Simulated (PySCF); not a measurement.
Atom-mapped SMILES (the numbers label the heavy atoms): `[F:1][C:2]([F:3])([F:4])[O:5]/[CH:6]=[CH:7]/[C@H:8]1[CH2:9][O:10]1`. Hydrogens are named by the atom that carries them. Ha(C9) is cis to C7 on the ring; Hb(C9) is trans to C7 on the ring.

PySCF calculation with geometry from GFN2-xTB and shielding tensors at PBE0/pcSseg-1 (GIAO); relativity neglected, one computed conformer, no solvent model, averaged over atoms made equivalent by symmetry, fast rotation or ring inversion.

References, each an isolated molecule treated in the same way: ¹³C and ¹H against TMS; ¹⁹F against CFCl3; H2O for ¹⁷O.

```json
{"atoms": "C2", "nucleus": "¹³C", "count": "1", "δ (ppm)": "130.2"}
{"atoms": "H(C8)", "nucleus": "¹H", "count": "1", "δ (ppm)": "3.19"}
{"atoms": "O10", "nucleus": "¹⁷O", "count": "1", "δ (ppm)": "11.9"}
{"atoms": "Hb(C9)", "nucleus": "¹H", "count": "1", "δ (ppm)": "?"}
{"atoms": "C7", "nucleus": "¹³C", "count": "1", "δ (ppm)": "119.5"}
{"atoms": "Ha(C9)", "nucleus": "¹H", "count": "1", "δ (ppm)": "2.16"}
{"atoms": "H(C7)", "nucleus": "¹H", "count": "1", "δ (ppm)": "5.98"}
{"atoms": "C8", "nucleus": "¹³C", "count": "1", "δ (ppm)": "?"}
{"atoms": "H(C6)", "nucleus": "¹H", "count": "1", "δ (ppm)": "?"}
{"atoms": "C6", "nucleus": "¹³C", "count": "1", "δ (ppm)": "144.7"}
{"atoms": "F1/F3/F4", "nucleus": "¹⁹F", "count": "3", "δ (ppm)": "-74.6"}
{"atoms": "O5", "nucleus": "¹⁷O", "count": "1", "δ (ppm)": "?"}
{"atoms": "C9", "nucleus": "¹³C", "count": "1", "δ (ppm)": "52.7"}
```

Fill in the missing shifts.

Results:


- C8: 46.3 ppm, epoxide ring carbon; deshielded by the electronegative neighbour
- H(C6): 6.45 ppm, hydrogen on an alkene carbon bearing oxygen; a vinylic proton, deshielded by the sp2 carbon and the C=C anisotropy
- Hb(C9): 2.79 ppm, hydrogen on an epoxide ring carbon; its carbon carries O, which withdraws density
- O5: 164.0 ppm, ether oxygen

Shifts are as computed. Against solution values, carbons near 30 ppm lie about +3 ppm off and those near 130 ppm about +5 ppm. Of 1211 compounds with measured shifts, 218 miss one by over three times the rms of a fit or turn the order of signals round; such compounds aren't used in these exercises. Unscaled 19F shifts against computed CFCl3 carry errors that often reach 10 to 50 ppm. Experimental scales use liquid or dissolved standards, which lie at an offset from isolated H2O (liquid H2O: subtract about 36 ppm).
